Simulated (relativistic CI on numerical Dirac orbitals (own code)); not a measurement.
**Fe XIII: sensitivity of the levels to the model**

Base calculation: Dirac-Coulomb-Breit CI, KLI orbitals optimised for each configuration, a model potential for QED, unscaled Slater integrals.

Configurations in the expansion (outside the closed core [Ne]): 3s²3p², 3s3p³, 3s²3p3d, 3p⁴, 3s3p²3d, 3p³3d, 3s3p3d², 3s²3p4s, 3s²3d4p, 3s²3p4p, 3p³4s, 3p³4p, 3s3p3d4s, 3s²3p4d, 3s3p²4s, 3s²3p4f, 3s3p²4p, 3p²3d4p, 3s3p²4d, 3s²3p5s, 3s3p²4f, 3s²3p5p, 3s²4s4p, 3s²3p5d, 3s²3p5f, 3s²3p5g, 3s3p4s², 3s3p²5s, 3s²3p6s, 3s²3d², 3s3d³, 3p²3d², 3p3d³, 3p3d²4s, 3p3d²4p, 3p3d²4d, 3s²3d4s, 3s3d²4s, 3s3p3d4p, 3s3d²4p, 3s3d4s4p, 3s3d4p², 3s3d4p4d, 3p²3d4s, 3p3d4s², 3p3d4s4p, 3p3d4s4d, 3s²4s², 3s3d4s², 3s²4p². Double excitations out of closed p, d and f shells are left out; levels of such configurations are missing from the list, as are those of other unlisted configurations, and high levels can miss mixing partners. These lack a partner that the ground configuration has and come out too high: 3s3p²4d, 3s3p²4f, 3s3p²5s, 3s²3p4f, 3s²3p5s.

Variants: (1) non-relativistic limit; (2) one mean potential for all configurations. Shifts of the energy above 3s²3p² ³P0, in cm⁻¹, for the lowest level and the first level of each name with at least 55 % of one term (blank where a level changes its place among those of its configuration and J or its character, or is not in the variant):

| Level | Base | Δ(1) | Δ(2) |
| --- | --- | --- | --- |
| 3s²3p² ³P0 | 0 | 0 | 0 |
| 3s²3p² ³P1 | 9105 | -9105 | +4 |
| 3s²3p² ³P2 | 18491 | -18491 | +6 |
| 3s²3p² ¹D2 | 49558 | -17586 | +6 |
| 3s²3p² ¹S0 | 95104 | -18733 | -21 |
| 3s3p³ ⁵S°2 | 210284 | -30234 | +133 |
| 3s3p³ ³D°1 | 286814 | -28284 | +92 |
| 3s3p³ ³D°2 | 286970 | -28441 | +93 |
| 3s3p³ ³D°3 | 289711 | -31181 | +92 |
| 3s3p³ ³P°0 | 330319 | -31388 | +97 |
| 3s3p³ ³P°1 | 330994 | -32063 | +96 |
| 3s3p³ ³P°2 | 331531 | -32600 | +90 |
| 3s3p³ ³S°1 | 423405 | -29349 | +124 |
| 3s²3p3d ³F°2 | 433062 | -14049 | -72 |
| 3s²3p3d ³F°3 | 439767 | -20755 | -73 |
| 3s3p³ ¹P°1 | 446614 | -37239 | +79 |
| 3s²3p3d ³F°4 | 449712 | -30699 | -72 |
| 3s²3p3d ³P°1 | 501616 | -23485 | -74 |
| 3s²3p3d ³P°0 | 507600 | -29469 | -70 |
| 3s²3p3d ³D°1 | 513660 | -24611 | -74 |
| 3s²3p3d ³D°2 | 516514 | -27465 | -73 |
| 3s²3p3d ³D°3 | 516634 | -27584 | -77 |

At this charge energies of transitions that change n are usually good to better than 1 %, and those within a shell (Δn = 0) to a few per cent.

Ionisation energy from the two ground configurations alone: base 358.569 eV. The NIST ASD value (semi-empirical) is 361 eV.

LS names give the leading component of a level, which can be under half, so a name can repeat, a term be missing and a line seem to break the LS rules.
